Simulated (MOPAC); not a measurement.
MOPAC input (PM6):

```
PM6 PRECISE GNORM=0.05 LET XYZ CHARGE=-1 GEO-OK AUX(PRECISION=9) THREADS=1
HBr2Ge

Br    1.97268400 1   -0.38380000 1   -0.30992000 1
Ge   -0.01210500 1    0.82311300 1    0.71514600 1
Br   -1.96113000 1   -0.42366600 1   -0.33062000 1
H    -0.01702400 1    1.92172000 1   -0.46575800 1
```

From the output:

```
                                                       MOPAC v23.2.5 Linux

          FINAL HEAT OF FORMATION =        -67.79562 KCAL/MOL =    -283.65688 KJ/MOL

          COSMO AREA              =        127.68 SQUARE ANGSTROMS
          COSMO VOLUME            =        120.10 CUBIC ANGSTROMS

          GRADIENT NORM           =          0.02199          =       0.01099 PER ATOM
          IONIZATION POTENTIAL    =          3.563016 EV
          HOMO LUMO ENERGIES (EV) =         -3.563  3.336
          NO. OF FILLED LEVELS    =         10
          MOLECULAR WEIGHT        =        233.4059         POINT GROUP:  Cs

          MOLECULAR DIMENSIONS (Angstroms)

            Atom       Atom       Distance
           Br     3   Br     1     3.76447
           Br     1    H     4     2.40830
           Br     1   Ge     2     0.91022

          SCF CALCULATIONS        =         12

   ATOM   CHEMICAL          X               Y               Z
  NUMBER   SYMBOL      (ANGSTROMS)     (ANGSTROMS)     (ANGSTROMS)

     1      Br          1.88758258  *  -0.36945490  *  -0.28182517  *
     2      Ge         -0.01122490  *   0.77968722  *   0.63158120  *
     3      Br         -1.87663737  *  -0.40760233  *  -0.30163288  *
     4       H         -0.01907244  *   2.01950003  *  -0.26483002  *

                             CARTESIAN COORDINATES

   1   Br        1.887582577    -0.369454896    -0.281825168
   2   Ge       -0.011224898     0.779687220     0.631581197
   3   Br       -1.876637369    -0.407602328    -0.301632880
   4    H       -0.019072436     2.019500035    -0.264830020

           Empirical Formula: H Br2 Ge  =     4 atoms

      MOLECULAR POINT GROUP   :   Cs

                  EIGENVALUES
 -23.37664 -23.30076 -13.42627  -8.09132  -7.87708  -7.06148  -6.48519  -6.09244
  -6.01794  -3.56302   3.33601   3.54623   7.28608 118.70707 119.06502 119.23407
 120.02369 120.03355 120.43766 120.46483 121.37018 121.44074 121.77762

              NET ATOMIC CHARGES AND DIPOLE CONTRIBUTIONS

  ATOM NO.   TYPE          CHARGE      No. of ELECS.   s-Pop       p-Pop       d-Pop
    1         Br          -0.401285        7.4013     1.98532     5.41233     0.00363
    2         Ge          -0.255439        4.2554     1.57653     2.67890
    3         Br          -0.401285        7.4013     1.98532     5.41233     0.00363
    4          H           0.058009        0.9420     0.94199
 DIPOLE           X         Y         Z       TOTAL
 POINT-CHG.    -0.012     1.033     0.254     1.064
 HYBRID         0.020    -0.541    -2.730     2.784
 SUM            0.008     0.492    -2.476     2.524

          ATOMIC ORBITAL ELECTRON POPULATIONS

     Atom    s        px        py        pz      x^2-y^2     xz        z^2       yz        xy
    1 Br   1.98532   1.62980   1.86947   1.91306   0.00067   0.00091   0.00045   0.00035   0.00125
    2 Ge   1.57653   0.55785   0.79070   1.33035
    3 Br   1.98532   1.64131   1.86142   1.90960   0.00064   0.00090   0.00045   0.00038   0.00126
    4  H   0.94199

 **********************
 *                    *
 * JOB ENDED NORMALLY *
 *                    *
 **********************

 == MOPAC DONE ==
```

The dipole moment of an ion depends on the origin.

The geometry given is a B3LYP-D3(BJ)/def2-TZVP minimum.
